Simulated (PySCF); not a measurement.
Geometry:
| atom | x (Å) | y (Å) | z (Å) |
| --- | --- | --- | --- |
| C1 | 3.211 | -0.887 | -0.012 |
| C2 | 3.383 | 0.339 | -0.710 |
| C3 | 2.129 | 0.763 | -1.094 |
| N4 | 1.208 | -0.153 | -0.660 |
| C5 | -0.218 | -0.059 | -0.873 |
| C6 | -0.760 | -1.207 | -1.746 |
| O7 | -2.166 | -1.199 | -1.685 |
| Si8 | -2.755 | -0.526 | -0.257 |
| C9 | -1.064 | -0.016 | 0.410 |
| C10 | 1.859 | -1.161 | 0.002 |
| H11 | 3.989 | -1.503 | 0.433 |
| H12 | 4.320 | 0.855 | -0.909 |
| H13 | 1.813 | 1.648 | -1.644 |
| H14 | -0.382 | 0.880 | -1.425 |
| H15 | -0.435 | -1.086 | -2.792 |
| H16 | -0.356 | -2.171 | -1.384 |
| H17 | -3.467 | -1.532 | 0.583 |
| H18 | -3.684 | 0.602 | -0.559 |
| H19 | -0.705 | -0.773 | 1.127 |
| H20 | -1.010 | 0.962 | 0.907 |
| H21 | 1.316 | -1.998 | 0.436 |

Geometry: PBE0-D3(BJ)/def2-SVP; GIAO absolute shieldings from PySCF, gas phase, non-relativistic, averaged over equivalent atoms.

At CAM-B3LYP/pcSseg-1 (232 basis functions, 50 s wall time on 1 thread of an Arm Neoverse V2, shared host):
```csv
atoms,σ (ppm)
C3/C10,56.9
C1/C2,64.6
C6,107.7
C5,121.2
C9,163.2
N4,70.5
O7,307.0
Si8,338.3
H13/H21,24.75
H11/H12,25.04
H17,26.25
H18,26.36
H15,27.25
H14,27.48
H16,27.63
H19,29.91
H20,30.04
```

Question: Predict the values at PBE0/pcSseg-1 on the same geometry.

Answer: 
```
  atoms  σ at PBE0/pcSseg-1  change
 C3/C10                62.8    +5.9
  C1/C2                69.6    +5.0
     C6               110.4    +2.7
     C5               123.4    +2.2
     C9               165.3    +2.1
     N4                73.6    +3.1
     O7               303.8    -3.2
    Si8               344.1    +5.8
H13/H21               24.68   -0.07
H11/H12               24.95   -0.09
    H17               26.07   -0.18
    H18               26.17   -0.19
    H15               27.18   -0.07
    H14               27.31   -0.17
    H16               27.55   -0.08
    H19               29.77   -0.14
    H20               29.91   -0.13
```

The largest change is at C3/C10 (aromatic CH next to a ring nitrogen). Cost: 232 basis functions, 37 s wall time on 1 thread of an Arm Neoverse V2, shared host. The order of the carbon signals is the same at both levels.
